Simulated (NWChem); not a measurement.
System: NMP (C₅H₉NO); SMILES CN1CCCC1=O

Parts of the log:

```
             Northwest Computational Chemistry Package (NWChem) 7.3.0
             --------------------------------------------------------

 C1  symmetry detected

                             Geometry "geometry" -> ""
                             -------------------------

 Output coordinates in angstroms (scale by  1.889725989 to convert to a.u.)

  No.       Tag          Charge          X              Y              Z
 ---- ---------------- ---------- -------------- -------------- --------------
    1 C                    6.0000     1.18964802    -1.75690567     0.01394589
    2 N                    7.0000     0.54459846    -0.46973329     0.03612323
    3 C                    6.0000     1.26755853     0.77927446    -0.12363343
    4 C                    6.0000     0.20430379     1.84909019     0.20446323
    5 C                    6.0000    -1.12293844     1.16529727    -0.14672963
    6 C                    6.0000    -0.83184107    -0.33208248     0.00265075
    7 O                    8.0000    -1.63959618    -1.25083976     0.04923060
    8 H                    1.0000     1.90213879    -1.87070609     0.85982494
    9 H                    1.0000     1.75036199    -1.91892494    -0.93437097
   10 H                    1.0000     0.39521208    -2.52414532     0.09821195
   11 H                    1.0000     1.66129581     0.88465189    -1.16461438
   12 H                    1.0000     2.14331529     0.82316615     0.55984383
   13 H                    1.0000     0.23616816     2.07917308     1.28886648
   14 H                    1.0000     0.38062837     2.79489887    -0.34256482
   15 H                    1.0000    -1.98151217     1.45773595     0.48668001
   16 H                    1.0000    -1.42341313     1.34095891    -1.20276527

 Effective nuclear repulsion energy (a.u.)     314.0005505707

                                 NWChem DFT Module
                                 -----------------

 Summary of "ao basis" -> "ao basis" (spherical)
 ------------------------------------------------------------------------------
       Tag                 Description            Shells   Functions and Types
 ---------------- ------------------------------  ------  ---------------------
 C                          def2-svp                 6       14   3s2p1d
 N                          def2-svp                 6       14   3s2p1d
 O                          def2-svp                 6       14   3s2p1d
 H                          def2-svp                 3        5   2s1p

            General Information
            -------------------
          SCF calculation type: DFT
          Wavefunction type:  closed shell.
          No. of atoms     :    16
          No. of electrons :    54
           Alpha electrons :    27
            Beta electrons :    27
          Charge           :     0
          Spin multiplicity:     1
          Use of symmetry is: off; symmetry adaption is: off
          Maximum number of iterations: 150
          AO basis - number of functions:   143
                     number of shells:    69
          Convergence on energy requested:  1.00D-06
          Convergence on density requested:  1.00D-05
          Convergence on gradient requested:  5.00D-04

              XC Information
              --------------
                      r^2SCAN Method XC Functional
               r^2SCAN metaGGA Exchange Functional  1.000
                     r^2SCAN Correlation Potential  1.000

             Grid Information
             ----------------
          Grid used for XC integration:  medium
          Radial quadrature: Mura-Knowles
          Angular quadrature: Lebedev.
          Tag              B.-S. Rad. Rad. Pts. Rad. Cut. Ang. Pts.
          ---              ---------- --------- --------- ---------
          C                   0.70       49          12.0       434
          N                   0.65       49          10.0       434
          O                   0.60       49          11.0       434
          H                   0.35       45          13.0       434
          Grid pruning is: on
          Number of quadrature shells:   748
          Spatial weights used:  Erf1

      Superposition of Atomic Density Guess
      -------------------------------------

 Sum of atomic energies:        -321.55289918

      Non-variational initial energy
      ------------------------------

 Total energy =    -326.232214
 1-e energy   =   -1057.009982
 2-e energy   =     416.777218
 HOMO         =      -0.275359
 LUMO         =       0.045828

     ---------------------------------------------
      Total Density - Mulliken Population Analysis
     ---------------------------------------------

    Atom       Charge   Shell Charges
 -----------   ------   -------------------------------------------------------
    1 C    6     6.02   1.99  0.94  0.20  1.94  0.92  0.04
    2 N    7     7.46   1.99  1.01  0.48  2.37  1.59  0.03
    3 C    6     5.88   1.99  0.95  0.17  1.88  0.85  0.04
    4 C    6     6.19   1.99  0.97  0.21  1.99  1.01  0.03
    5 C    6     6.20   1.99  0.97  0.17  2.01  1.02  0.03
    6 C    6     5.28   1.99  0.91  0.17  1.56  0.55  0.10
    7 O    8     8.80   1.99  1.13  0.68  3.10  1.88  0.01
    8 H    1     0.91   0.68  0.21  0.02
    9 H    1     0.92   0.68  0.22  0.02
   10 H    1     0.91   0.67  0.21  0.02
   11 H    1     0.93   0.69  0.22  0.02
   12 H    1     0.92   0.68  0.21  0.02
   13 H    1     0.90   0.68  0.20  0.02
   14 H    1     0.90   0.67  0.20  0.02
   15 H    1     0.89   0.67  0.20  0.02
   16 H    1     0.88   0.66  0.20  0.02

   convergence    iter        energy       DeltaE   RMS-Dens  Diis-err
 ---------------- ----- ----------------- --------- --------- ---------
 d= 0,ls=0.0,diis     1   -325.3865074652 -6.39D+02  2.14D-02  1.10D+00
 d= 0,ls=0.0,diis     2   -324.7327974851  6.54D-01  1.71D-02  7.29D+00
 d= 0,ls=0.0,diis     3   -325.5081984333 -7.75D-01  2.47D-03  9.77D-02
 d= 0,ls=0.0,diis     4   -325.5116769279 -3.48D-03  1.28D-03  6.32D-02
 d= 0,ls=0.0,diis     5   -325.5184185077 -6.74D-03  3.08D-04  1.90D-03
  Resetting Diis
 d= 0,ls=0.0,diis     6   -325.5186135352 -1.95D-04  1.03D-04  1.92D-04
 d= 0,ls=0.0,diis     7   -325.5186385421 -2.50D-05  3.74D-05  5.68D-06
 d= 0,ls=0.0,diis     8   -325.5186372216  1.32D-06  2.59D-05  1.77D-05
 d= 0,ls=0.0,diis     9   -325.5186391307 -1.91D-06  7.58D-06  1.64D-06
 d= 0,ls=0.0,diis    10   -325.5186392900 -1.59D-07  1.71D-06  8.55D-08

         Total DFT energy =     -325.518639290022
      One electron energy =    -1062.780714201824
           Coulomb energy =      469.008690044335
    Exchange-Corr. energy =      -45.747165703184
 Nuclear repulsion energy =      314.000550570651

 Numeric. integr. density =       53.999970878825

                       DFT Final Molecular Orbital Analysis
                       ------------------------------------

 Vector   25  Occ=2.000000D+00  E=-3.011979D-01
              MO Center= -6.6D-01,  6.3D-01, -4.5D-03, r^2= 4.0D+00
   Bfn.  Coefficient  Atom+Function         Bfn.  Coefficient  Atom+Function
  ----- ------------  ---------------      ----- ------------  ---------------
    90      0.310620   7 O  pz               62     -0.244294   5 C  pz
   139      0.237111  16 H  s               124      0.230147  13 H  s
    48      0.221981   4 C  pz               93      0.203145   7 O  pz
    76      0.195139   6 C  pz              134     -0.167844  15 H  s
    34     -0.141489   3 C  pz              114      0.137358  11 H  s

 Vector   26  Occ=2.000000D+00  E=-2.153295D-01
              MO Center= -4.3D-01, -7.2D-01, -2.2D-03, r^2= 3.1D+00
   Bfn.  Coefficient  Atom+Function         Bfn.  Coefficient  Atom+Function
  ----- ------------  ---------------      ----- ------------  ---------------
    20      0.364619   2 N  pz               59      0.333987   5 C  s
    23     -0.312705   2 N  pz               90      0.287345   7 O  pz
    88      0.260182   7 O  px               89     -0.230438   7 O  py
    93      0.215829   7 O  pz               17     -0.188727   2 N  s
    45     -0.187099   4 C  s                91      0.182975   7 O  px

 Vector   27  Occ=2.000000D+00  E=-2.091453D-01
              MO Center= -6.9D-01, -7.4D-01,  1.7D-02, r^2= 3.0D+00
   Bfn.  Coefficient  Atom+Function         Bfn.  Coefficient  Atom+Function
  ----- ------------  ---------------      ----- ------------  ---------------
    88     -0.326234   7 O  px               89      0.320283   7 O  py
    20      0.298220   2 N  pz               23     -0.263723   2 N  pz
    91     -0.234400   7 O  px               92      0.220060   7 O  py
    17      0.197967   2 N  s                90      0.184954   7 O  pz
    61      0.182056   5 C  py               18      0.147549   2 N  px

 Vector   28  Occ=0.000000D+00  E= 3.214451D-03
              MO Center= -7.6D-01, -3.2D-01, -6.3D-02, r^2= 2.8D+00
   Bfn.  Coefficient  Atom+Function         Bfn.  Coefficient  Atom+Function
  ----- ------------  ---------------      ----- ------------  ---------------
    76      0.532380   6 C  pz               79      0.493809   6 C  pz
   140      0.404497  16 H  s                93     -0.372975   7 O  pz
    90     -0.354677   7 O  pz               31     -0.289896   3 C  s
    23     -0.278621   2 N  pz               20      0.271188   2 N  pz
   135     -0.266504  15 H  s               105     -0.241367   9 H  s

 Vector   29  Occ=0.000000D+00  E= 4.943461D-02
              MO Center=  9.0D-01,  9.8D-01,  7.4D-04, r^2= 7.1D+00
   Bfn.  Coefficient  Atom+Function         Bfn.  Coefficient  Atom+Function
  ----- ------------  ---------------      ----- ------------  ---------------
    31      0.889113   3 C  s                45      0.872958   4 C  s
   120     -0.826930  12 H  s                59      0.818351   5 C  s
   115     -0.764484  11 H  s               125     -0.662689  13 H  s
   130     -0.595820  14 H  s                 3      0.522173   1 C  s
    35      0.521475   3 C  px              140     -0.488860  16 H  s

 Vector   30  Occ=0.000000D+00  E= 7.855326D-02
              MO Center=  5.2D-01,  1.3D+00,  2.1D-01, r^2= 6.4D+00
   Bfn.  Coefficient  Atom+Function         Bfn.  Coefficient  Atom+Function
  ----- ------------  ---------------      ----- ------------  ---------------
   125      1.133248  13 H  s                45     -1.004853   4 C  s
   115     -0.873252  11 H  s               120      0.548620  12 H  s
     3      0.523052   1 C  s               135      0.524875  15 H  s
    31      0.515725   3 C  s               140     -0.481509  16 H  s
    37     -0.477988   3 C  pz               51     -0.460185   4 C  pz

     ---------------------------------------------
      Total Density - Mulliken Population Analysis
     ---------------------------------------------

    Atom       Charge   Shell Charges
 -----------   ------   -------------------------------------------------------
    1 C    6     5.93   1.99  0.91  0.14  2.08  0.79  0.04
    2 N    7     7.41   1.99  1.00  0.49  2.47  1.44  0.03
    3 C    6     5.86   1.99  0.93  0.09  2.06  0.74  0.05
    4 C    6     6.09   1.99  0.92  0.18  2.09  0.87  0.03
    5 C    6     6.07   1.99  0.93  0.15  2.11  0.88  0.03
    6 C    6     5.83   1.99  0.94  0.14  1.98  0.67  0.11
    7 O    8     8.28   1.99  1.11  0.66  2.82  1.68  0.02
    8 H    1     0.95   0.74  0.19  0.02
    9 H    1     0.96   0.74  0.20  0.02
   10 H    1     0.93   0.72  0.18  0.03
   11 H    1     0.96   0.75  0.20  0.02
   12 H    1     0.96   0.75  0.19  0.02
   13 H    1     0.94   0.74  0.18  0.02
   14 H    1     0.95   0.74  0.19  0.02
   15 H    1     0.94   0.73  0.18  0.02
   16 H    1     0.93   0.73  0.17  0.02

     -------------------------------------------
      Total Density - Lowdin Population Analysis
     -------------------------------------------

    Atom       Charge   Shell Charges
 -----------   ------   -------------------------------------------------------
    1 C    6     5.98   1.96  0.58  0.30  1.86  1.18  0.10
    2 N    7     7.07   1.97  0.75  0.38  2.32  1.58  0.07
    3 C    6     5.96   1.96  0.59  0.29  1.87  1.12  0.12
    4 C    6     6.04   1.96  0.59  0.30  1.90  1.20  0.08
    5 C    6     6.07   1.96  0.60  0.30  1.92  1.20  0.08
    6 C    6     5.93   1.96  0.61  0.27  1.81  1.01  0.26
    7 O    8     8.23   1.97  0.93  0.65  2.69  1.95  0.03
    8 H    1     0.98   0.64  0.27  0.06
    9 H    1     0.98   0.64  0.27  0.07
   10 H    1     0.96   0.63  0.26  0.07
   11 H    1     0.98   0.65  0.27  0.07
   12 H    1     0.98   0.65  0.26  0.07
   13 H    1     0.97   0.64  0.26  0.07
   14 H    1     0.97   0.64  0.26  0.07
   15 H    1     0.96   0.63  0.26  0.07
   16 H    1     0.95   0.63  0.25  0.07

     Multipole analysis of the density
     ---------------------------------

     L   x y z        total         alpha         beta         nuclear
     -   - - -        -----         -----         ----         -------
     0   0 0 0     -0.000000    -27.000000    -27.000000     54.000000

     1   1 0 0      1.177393      0.588696      0.588696     -0.000000
     1   0 1 0      0.866821      0.433410      0.433410     -0.000000
     1   0 0 1     -0.095473     -0.047736     -0.047736     -0.000000

     2   2 0 0    -33.677444   -149.016679   -149.016679    264.355914
     2   1 1 0     -3.973399      4.884181      4.884181    -13.741762
     2   1 0 1      0.198521     -0.084474     -0.084474      0.367468
     2   0 2 0    -31.551373   -188.294108   -188.294108    345.036842
     2   0 1 1      0.020458     -0.144861     -0.144861      0.310180
     2   0 0 2    -31.049645    -28.479264    -28.479264     25.908883

            General Information
            -------------------
          SCF calculation type: DFT
          Wavefunction type:  closed shell.
          No. of atoms     :    16
          No. of electrons :    54
           Alpha electrons :    27
            Beta electrons :    27
          Charge           :     0
          Spin multiplicity:     1
          Use of symmetry is: off; symmetry adaption is: off
          Maximum number of iterations: 150
          AO basis - number of functions:   143
                     number of shells:    69
          Convergence on energy requested:  1.00D-06
          Convergence on density requested:  1.00D-05
          Convergence on gradient requested:  5.00D-04

[...]

                         DFT ENERGY GRADIENTS

    atom               coordinates                        gradient
                 x          y          z           x          y          z
   1 C       2.248109  -3.320070   0.026354   -0.000897   0.003213   0.000018
   2 N       1.029142  -0.887667   0.068263    0.005038  -0.000884   0.000101
   3 C       2.395338   1.472615  -0.233633   -0.002267  -0.000417   0.000623
   4 C       0.386078   3.494274   0.386379   -0.000577  -0.001376  -0.000877
   5 C      -2.122046   2.202093  -0.277279    0.001891   0.001059   0.000499
   6 C      -1.571952  -0.627545   0.005009    0.001985   0.006429   0.000029
   7 O      -3.098388  -2.363744   0.093032   -0.009034  -0.010391   0.000535
   8 H       3.594521  -3.535122   1.624834    0.003299  -0.000790   0.003575
   9 H       3.307705  -3.626242  -1.765705    0.002611  -0.000978  -0.003991
  10 H       0.746843  -4.769943   0.185594   -0.003887  -0.003541   0.000325
  11 H       3.139394   1.671750  -2.200802    0.001897   0.000534  -0.004012
  12 H       4.050279   1.555558   1.057951    0.003695   0.000343   0.002735
  13 H       0.446293   3.929067   2.435604    0.000219   0.001106   0.004236
  14 H       0.719283   5.281593  -0.647354    0.000734   0.003781  -0.002242
  15 H      -3.744515   2.754722   0.919692   -0.003460   0.001098   0.002521
  16 H      -2.689861   2.534045  -2.272897   -0.001250   0.000813  -0.004075
```

Level: r2SCAN/def2-SVP. All runs use the structure optimised with PBE-D3(BJ)/def2-SVP. Not confirmed as a minimum by frequencies.

Reconstruct the input file.

One answer among several that fit: the input that was run:
```
start job
memory heap 200 mb stack 900 mb global 1100 mb
geometry units angstroms noautoz
  C      1.155834    -1.779568     0.025872
  N      0.535052    -0.480462     0.044495
  C      1.280964     0.754184    -0.121271
  C      0.238582     1.844934     0.204870
  C     -1.101924     1.184844    -0.141260
  C     -0.838631    -0.317168     0.013126
  O     -1.663360    -1.220451     0.064651
  H      1.867732    -1.903588     0.870813
  H      1.711547    -1.955551    -0.922900
  H      0.347334    -2.531472     0.114495
  H      1.674556     0.848337    -1.163382
  H      2.158733     0.784171     0.560374
  H      0.276885     2.078365     1.288349
  H      0.431514     2.785255    -0.346000
  H     -1.953621     1.495646     0.492689
  H     -1.401134     1.362221    -1.197368
end
basis spherical
  * library def2-svp
end
dft
  xc r2scan
  iterations 150
  mulliken
end
task dft gradient
```
